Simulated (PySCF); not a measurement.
PySCF input file for C2H8N2OSi, SMILES C/C=N\[Si@H](N)O, PBE-D3(BJ)/def2-SVP. Coordinates come from a PBE-D3(BJ)/def2-SVP optimisation. The structure was generated by enumeration; whether it is a known compound was not checked. The values are those of a single conformer.

```python
import numpy as np
from pyscf import gto, scf, dft, df
from pyscf.hessian import thermo

mol = gto.M(
    atom='''
    C     2.53918031   -0.77670444    0.38167063
    C     1.65578620   -0.57036809   -0.82166838
    N     0.43561726   -0.20733971   -0.85320423
    Si   -0.72194076    0.24518555    0.38396997
    N    -2.02068969   -0.86455572    0.11807008
    O    -0.99555383    1.89130820    0.14838216
    H     2.01131149   -0.55793974    1.32939948
    H     3.44158202   -0.13241065    0.30698028
    H     2.91137818   -1.82371496    0.40453108
    H     2.17019840   -0.77365435   -1.79720583
    H    -0.38772579    0.17686047    1.84470138
    H    -2.80889678   -0.90465433    0.76675311
    H    -2.30419922   -1.09412574   -0.83696546
    H    -1.03633908    2.13227945   -0.79490530
    ''',
    basis='def2-SVP',
    charge=0,
    spin=0,
    max_memory=1600,
    verbose=3,
)
mf = dft.RKS(mol, xc='pbe').density_fit(auxbasis='def2-universal-jkfit')
mf.disp = 'd3bj'
mf.grids.level = 3
mf.conv_tol = 1e-11
mf.max_cycle = 100
mf.kernel()

# [left out here: the lines that compute and print the analytic Hessian (its translational invariance restored by hand, since the grid's response is missing), thermochemistry and intensities]
```

Log of the run:

```
converged SCF energy = -554.571417009329

WARN: DFTD3 does not support analytical Hessian, using finite difference


WARN: Mole.unit (angstrom) is changed to Bohr

Mode                                 0                   1                   2
Irrep
Freq [cm^-1]                       50.9166            129.1299            138.6983
Reduced mass [au]                   4.0361              1.1416              3.5739
Force const [Dyne/A]                0.0062              0.0112              0.0405
Char temp [K]                      73.2577            185.7891            199.5560
Normal mode                   x     y     z       x     y     z       x     y     z
       0   C                -0.04 -0.14  0.00   -0.00  0.04  0.01   -0.14  0.04  0.08
       1   C                 0.01  0.02 -0.00   -0.01 -0.04 -0.00   -0.02  0.02 -0.01
       2   N                 0.03  0.10 -0.00   -0.01 -0.02 -0.02   -0.02  0.01 -0.12
       3  Si                 0.01  0.04 -0.00    0.01  0.01 -0.01    0.05 -0.02 -0.04
       4   N                 0.08 -0.06  0.04    0.03 -0.00 -0.03    0.02 -0.02  0.06
       5   O                -0.10  0.02 -0.04   -0.02  0.01  0.05    0.04 -0.01  0.04
       6   H                -0.04 -0.14  0.01    0.13  0.51 -0.03   -0.24  0.02  0.02
       7   H                 0.03 -0.23  0.06    0.24 -0.34 -0.25   -0.15  0.07  0.18
       8   H                -0.16 -0.18 -0.05   -0.41 -0.10  0.31   -0.11  0.05  0.12
       9   H                 0.02  0.07 -0.00   -0.03 -0.14  0.01    0.07  0.02  0.04
      10   H                 0.03  0.09 -0.00    0.04 -0.00 -0.01    0.16 -0.06 -0.06
      11   H                 0.10 -0.08  0.06   -0.01 -0.01 -0.08    0.08 -0.01  0.13
      12   H                 0.06 -0.06  0.05    0.11 -0.06 -0.04   -0.08  0.00  0.08
      13   H                -0.06 -0.01 -0.05   -0.20  0.03  0.07   -0.00  0.03  0.05
Mode                                 3                   4                   5
Irrep
Freq [cm^-1]                      159.6908            218.3137            249.0088
Reduced mass [au]                   1.6282              2.2763              1.3890
Force const [Dyne/A]                0.0245              0.0639              0.0507
Char temp [K]                     229.7596            314.1048            358.2683
Normal mode                   x     y     z       x     y     z       x     y     z
       0   C                 0.00 -0.00 -0.00    0.05 -0.03  0.02    0.03  0.01  0.01
       1   C                 0.03  0.11 -0.00    0.07  0.03  0.01   -0.01 -0.10  0.01
       2   N                 0.00  0.03  0.01    0.05 -0.02 -0.02    0.03  0.04 -0.00
       3  Si                -0.03 -0.04  0.01    0.02 -0.02 -0.04   -0.01  0.01 -0.03
       4   N                -0.06 -0.01  0.03   -0.09  0.08  0.05    0.01 -0.00 -0.02
       5   O                 0.06 -0.03 -0.06   -0.08 -0.03  0.02   -0.06  0.01  0.04
       6   H                 0.06  0.17 -0.01    0.06 -0.04  0.02    0.05  0.06  0.01
       7   H                 0.17 -0.24 -0.05    0.08 -0.07  0.04   -0.03  0.09 -0.07
       8   H                -0.27 -0.10  0.06    0.01 -0.04 -0.02    0.12  0.05  0.07
       9   H                 0.05  0.22 -0.01    0.10  0.09  0.01   -0.05 -0.26  0.02
      10   H                -0.08 -0.07  0.02    0.11 -0.04 -0.06   -0.06 -0.10 -0.02
      11   H                 0.05 -0.07  0.16   -0.04  0.25  0.12    0.28 -0.30  0.30
      12   H                -0.24  0.14  0.05   -0.25  0.15  0.08   -0.37  0.28  0.03
      13   H                 0.44 -0.04 -0.08   -0.42 -0.02  0.03    0.27  0.13  0.05
Mode                                 6                   7                   8
Irrep
Freq [cm^-1]                      294.8347            344.5859            374.3203
Reduced mass [au]                   1.2953              2.8338              1.4892
Force const [Dyne/A]                0.0663              0.1983              0.1229
Char temp [K]                     424.2014            495.7825            538.5635
Normal mode                   x     y     z       x     y     z       x     y     z
       0   C                 0.02 -0.02  0.00    0.05 -0.01  0.01   -0.01  0.00 -0.00
       1   C                 0.01  0.03  0.01    0.02  0.00  0.02   -0.02  0.01  0.01
       2   N                -0.00 -0.01  0.02    0.01 -0.02 -0.01   -0.02  0.01  0.03
       3  Si                -0.04  0.01 -0.03   -0.05  0.02 -0.08   -0.01  0.01  0.00
       4   N                -0.02  0.01 -0.00   -0.01 -0.10  0.07    0.05 -0.11 -0.01
       5   O                 0.08  0.03  0.01    0.02  0.06  0.06    0.07  0.03 -0.02
       6   H                 0.02 -0.04  0.01    0.08 -0.03  0.03    0.00  0.00  0.00
       7   H                 0.03 -0.03  0.02    0.05 -0.02 -0.02   -0.01  0.00 -0.01
       8   H                -0.01 -0.02 -0.04    0.04 -0.02 -0.03   -0.01  0.00 -0.01
       9   H                 0.02  0.07  0.01    0.04  0.02  0.02   -0.04  0.01 -0.00
[...]
       6   H                 0.43 -0.07  0.23   -0.18 -0.68  0.05    0.00 -0.00  0.00
       7   H                -0.28  0.39  0.23    0.05 -0.07 -0.45   -0.00  0.00  0.00
       8   H                -0.43 -0.14  0.19   -0.13 -0.00  0.48   -0.00 -0.00  0.00
       9   H                -0.33  0.10 -0.17   -0.05 -0.06 -0.01   -0.00  0.01 -0.00
      10   H                 0.01 -0.00 -0.00    0.00  0.01  0.00   -0.00 -0.02  0.01
      11   H                -0.00 -0.00 -0.00    0.00 -0.00  0.00    0.36  0.24  0.51
      12   H                -0.00  0.00  0.00    0.00  0.00 -0.00    0.59  0.15 -0.25
      13   H                 0.00 -0.00  0.00   -0.00 -0.00 -0.00    0.00 -0.00 -0.00
Mode                                27                  28                  29
Irrep
Freq [cm^-1]                     1747.2240           2178.2930           2892.3220
Reduced mass [au]                  10.3744              1.0407              1.0847
Force const [Dyne/A]               18.6599              2.9095              5.3464
Char temp [K]                    2513.8663           3134.0787           4161.4074
Normal mode                   x     y     z       x     y     z       x     y     z
       0   C                 0.02 -0.00  0.01    0.00 -0.00  0.00    0.00 -0.00 -0.00
       1   C                -0.20  0.06 -0.02   -0.00  0.00 -0.00   -0.03  0.01  0.07
       2   N                 0.17 -0.05 -0.01    0.00 -0.00 -0.00   -0.00  0.00 -0.00
       3  Si                -0.00  0.00  0.01   -0.01  0.00 -0.03    0.00 -0.00 -0.00
       4   N                -0.00 -0.00  0.00    0.00  0.00 -0.00   -0.00 -0.00  0.00
       5   O                -0.00  0.00  0.00    0.00  0.00 -0.00   -0.00  0.00  0.00
       6   H                -0.05  0.01 -0.03    0.00 -0.00  0.00   -0.01  0.00  0.02
       7   H                 0.04 -0.04  0.02    0.00  0.00  0.00   -0.03 -0.03  0.01
       8   H                 0.05  0.01  0.02    0.00 -0.00  0.00   -0.01  0.04  0.00
       9   H                 0.02 -0.00  0.10    0.01 -0.00  0.01    0.42 -0.17 -0.84
      10   H                -0.01  0.00 -0.01    0.23 -0.05  0.95   -0.00  0.00  0.00
      11   H                -0.00 -0.00  0.00   -0.00 -0.00 -0.01   -0.00 -0.00  0.00
      12   H                 0.01  0.00 -0.00   -0.01 -0.00 -0.00    0.00  0.00 -0.00
      13   H                 0.00 -0.01 -0.00   -0.00  0.00 -0.00    0.00 -0.00 -0.00
Mode                                30                  31                  32
Irrep
Freq [cm^-1]                     2961.0030           3036.4920           3088.0694
Reduced mass [au]                   1.0378              1.0998              1.1045
Force const [Dyne/A]                5.3611              5.9744              6.2057
Char temp [K]                    4260.2241           4368.8359           4443.0444
Normal mode                   x     y     z       x     y     z       x     y     z
       0   C                -0.04  0.01 -0.03    0.03  0.08 -0.00   -0.06  0.02  0.06
       1   C                -0.00  0.00  0.00    0.00  0.00 -0.00   -0.00  0.00  0.00
       2   N                 0.00 -0.00 -0.00    0.00  0.00 -0.00    0.00 -0.00 -0.00
       3  Si                 0.00 -0.00 -0.00    0.00  0.00 -0.00    0.00 -0.00  0.00
       4   N                -0.00 -0.00  0.00    0.00 -0.00 -0.00    0.00 -0.00 -0.00
       5   O                -0.00  0.00  0.00   -0.00 -0.00  0.00   -0.00  0.00 -0.00
       6   H                -0.22  0.09  0.38    0.01  0.01 -0.01    0.41 -0.17 -0.72
       7   H                 0.49  0.36 -0.05   -0.55 -0.38  0.05    0.24  0.19 -0.01
       8   H                 0.20 -0.59  0.01    0.23 -0.63  0.01    0.09 -0.28  0.01
       9   H                 0.02 -0.01 -0.04   -0.00 -0.00  0.00    0.02 -0.01 -0.04
      10   H                 0.00 -0.00  0.00   -0.00 -0.00  0.00   -0.00  0.00 -0.00
      11   H                -0.00  0.00 -0.00   -0.00  0.00  0.00   -0.00  0.00  0.00
      12   H                -0.00  0.00 -0.00    0.00  0.00 -0.00   -0.00 -0.00 -0.00
      13   H                -0.00 -0.00 -0.00    0.00  0.00  0.00    0.00  0.00 -0.00
Mode                                33                  34                  35
Irrep
Freq [cm^-1]                     3499.7474           3603.1901           3741.8883
Reduced mass [au]                   1.0496              1.0962              1.0659
Force const [Dyne/A]                7.5744              8.3851              8.7931
Char temp [K]                    5035.3573           5184.1883           5383.7442
Normal mode                   x     y     z       x     y     z       x     y     z
       0   C                 0.00  0.00  0.00   -0.00  0.00  0.00    0.00 -0.00 -0.00
       1   C                -0.00  0.00  0.00    0.00 -0.00 -0.00   -0.00  0.00 -0.00
       2   N                 0.00 -0.00 -0.00   -0.00  0.00 -0.00    0.00 -0.00 -0.00
       3  Si                 0.00  0.00 -0.00   -0.00  0.00  0.00   -0.00 -0.00 -0.00
       4   N                -0.05 -0.02 -0.02   -0.03  0.01  0.07   -0.00 -0.00  0.00
       5   O                 0.00  0.00  0.00    0.00  0.00  0.00   -0.00  0.02 -0.06
       6   H                 0.00 -0.00 -0.00    0.00 -0.00 -0.00   -0.00 -0.00 -0.00
       7   H                 0.00  0.00  0.00    0.00 -0.00  0.00    0.00  0.00  0.00
       8   H                 0.00 -0.00 -0.00   -0.00 -0.00 -0.00    0.00 -0.00  0.00
       9   H                 0.00 -0.00 -0.00   -0.00 -0.00  0.00    0.00  0.00 -0.00
      10   H                 0.00 -0.00  0.00   -0.00  0.00 -0.00    0.00  0.00  0.00
      11   H                 0.49  0.03 -0.43    0.55  0.04 -0.44    0.00  0.00 -0.00
      12   H                 0.18  0.17  0.68   -0.18 -0.15 -0.59    0.00  0.00  0.00
      13   H                -0.00  0.00 -0.00   -0.00  0.00 -0.00    0.04 -0.26  0.93
temperature 298.1500 [K]
pressure 101325.00 [Pa]
Rotational constants [GHz] 4.66196 1.70659 1.49056
Symmetry number 1
Zero-point energy (ZPE) 0.10484 [Eh]   275266.562 [J/mol]
                           tot       elec      trans        rot        vib
Entropy [J/mol/K]       383.544      0.000    166.691    115.881    100.972
Cv [J/mol/K]            132.509      0.000     12.472     12.472    107.565
Cp [J/mol/K]            140.823      0.000     20.786     12.472    107.565
Internal energy [J/mol]                      3718.434   3718.434 291689.553
Internal energy [Eh]   -554.45749  -554.57142
Enthalpy [J/mol]                             6197.391   3718.434 291689.553
Enthalpy [Eh]          -554.45654
Gibbs free energy [J/mol]                  -43501.612 -30831.483 261584.813
Gibbs free energy [Eh] -554.50010
mode   freq/cm-1   IR/(km/mol)
   1       50.92         3.016
   2      129.13         2.704
   3      138.70         5.498
   4      159.69         7.880
   5      218.31        10.999
   6      249.01         9.233
   7      294.83       126.413
   8      344.59        47.029
   9      374.32       140.295
  10      439.47        26.993
  11      511.34        15.340
  12      647.37        41.601
  13      698.52        33.842
  14      764.14        78.356
  15      783.38         2.457
  16      817.88       142.146
  17      870.89        90.952
  18      890.11        76.177
  19      909.66       158.520
  20      920.68       184.792
  21     1040.91         0.156
  22     1081.55        13.990
  23     1311.41        18.853
  24     1363.38         4.877
  25     1392.97        16.582
  26     1393.43         8.827
  27     1476.16        55.798
  28     1747.22       242.164
  29     2178.29       142.400
  30     2892.32       103.000
  31     2961.00         5.913
  32     3036.49         4.328
  33     3088.07         6.780
  34     3499.75        23.848
  35     3603.19        26.201
  36     3741.89        49.289
max |gradient| / (hartree/bohr): 4.034233998639967e-05
APT charges: [-0.1294  0.5682 -0.8873  1.7779 -0.7988 -0.8269  0.0202  0.0211  0.0229
 -0.085  -0.3168  0.1733  0.1793  0.2812]
```

The run converged.

Cost: about 2.6 core-minutes (a rough figure).
